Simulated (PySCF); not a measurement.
Compound: C₇H₁₀O (charge -1 and doublet state).
Cartesian coordinates in Å at the GFN2-xTB level; atoms count from 1:
```xyz
18
C7H10O angstrom
O      3.3875   -0.0744   -0.6269
C      2.4408    0.7268   -0.3564
C      1.0880    0.4086   -0.1805
C      0.1120    1.3563    0.0974
C     -1.3102    1.0193    0.4178
C     -1.6848   -0.3727   -0.0849
C     -0.6171   -1.3725    0.3419
C      0.6952   -1.0390   -0.3577
H      2.6851    1.8111   -0.2313
H      0.4054    2.3893    0.2411
H     -1.4917    1.0516    1.5118
H     -1.9938    1.7647   -0.0205
H     -2.6695   -0.6662    0.3028
H     -1.7425   -0.3609   -1.1769
H     -0.9319   -2.3948    0.0959
H     -0.4844   -1.3131    1.4261
H      0.5937   -1.2629   -1.4293
H      1.5096   -1.6649    0.0180
```

The hyperfine couplings belong to this conformer and change with its torsions.

The species is `C1CCC=C([CH][O-])C1` [radical] (charge -1).

Method: PySCF 2.14.0, UKS B3LYP, pcH-1 on C H O, non-relativistic, mean-field spin-orbit, GIAO. Whether the extra electron is bound in the gas phase wasn't checked; a finite basis holds it in any case. Couplings are sensitive to structure, and on GFN2-xTB geometries they can be far from those on DFT ones, by a factor of two or more for some ions and for spin on atoms past the first row. The SCF solution wasn't tested for stability.

Where do the isotropic ENDOR lines of C4, C3, C5, C6, C2, C7, C8, H11/H12, H10 and H9 fall at 3347.9 mT, to first order?

ν± = |νn ± a/2|, one line for each electron-spin manifold; νn = |g_N| × 7.62259 MHz/T × B.

| nuclei | isotope | g_N | νn (MHz) | a_iso (MHz) | lower line (MHz) | upper line (MHz) |
| --- | --- | --- | --- | --- | --- | --- |
| C4 | 13C | 1.4048 | 35.85 | 45.94 | 12.88 | 58.82 |
| C3 | 13C | 1.4048 | 35.85 | -19.30 | 26.20 | 45.50 |
| C5 | 13C | 1.4048 | 35.85 | -18.62 | 26.54 | 45.16 |
| C6 | 13C | 1.4048 | 35.85 | 13.36 | 29.17 | 42.53 |
| C2 | 13C | 1.4048 | 35.85 | 8.42 | 31.64 | 40.06 |
| C7 | 13C | 1.4048 | 35.85 | 4.66 | 33.52 | 38.18 |
| C8 | 13C | 1.4048 | 35.85 | -2.04 | 34.83 | 36.87 |
| H11/H12 | 1H | 5.5857 | 142.55 | 50.73 | 117.18 | 167.91 |
| H10 | 1H | 5.5857 | 142.55 | -31.45 | 126.82 | 158.27 |
| H9 | 1H | 5.5857 | 142.55 | -17.93 | 133.58 | 151.51 |

The rows for 13C, of low natural abundance, apply to labelled samples.

Which pairs are centred on the nuclear Larmor frequency, and which on half the coupling?

Centred on νn, since |a| < 2νn: C4, C3, C5, C6, C2, C7, C8, H11/H12, H10 and H9. No pair has |a| > 2νn.

At what field would the lower line of C4 fall to zero frequency?

Where νn = |a|/2, that is B = 22.97 MHz/(1.4048 × 7.62259 MHz/T) = 2150 mT, as far as first order holds there.

Couplings of abundant isotopes left out: H13/H14 (-1.5 MHz).

Means are taken over nuclei equivalent by connectivity, which assumes that they swap fast. The 1H value of +50.7 MHz is a mean of couplings from 31.3 to 70.1 MHz in this one geometry, not an average over conformers.

The SMILES draws the unpaired electron on C2; the largest computed Mulliken spin population is on C4 (0.53 against 0.22).
